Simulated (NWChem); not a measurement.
Ionisation of Ga

```xyz
1

Ga     0.0000     0.0000     0.0000
```
Charge 0, spin multiplicity 2.

Program: NWChem.

Basis set: def2-TZVP. The species with one electron less has spin multiplicity 1. Δ marks differences of total energies (open shells unrestricted). −ε marks an orbital energy of the parent. That orbital need not have the symmetry of the hole or added electron in the Δ rows. That singlet is a closed-shell solution.

The Hamiltonian is non-relativistic. B3LYP has NWChem's definition, with VWN1-RPA local correlation. No SCF solution was tested for a lower state. Open-shell Hartree-Fock references start from PBE0 orbitals.

### Question
Order these methods by the first vertical ionisation energy they give, lowest first: −ε(alpha HOMO) of B3LYP, −ε(alpha HOMO) of TPSS, −ε(alpha HOMO) of PBE, −ε(alpha HOMO) of HF, ΔB3LYP, −ε(alpha HOMO) of CAM-B3LYP.

### Answer
−ε(alpha HOMO) of PBE (2.89 eV), −ε(alpha HOMO) of TPSS (2.99 eV), −ε(alpha HOMO) of B3LYP (3.49 eV), −ε(alpha HOMO) of CAM-B3LYP (4.77 eV), −ε(alpha HOMO) of HF (5.84 eV), ΔB3LYP (6.00 eV)
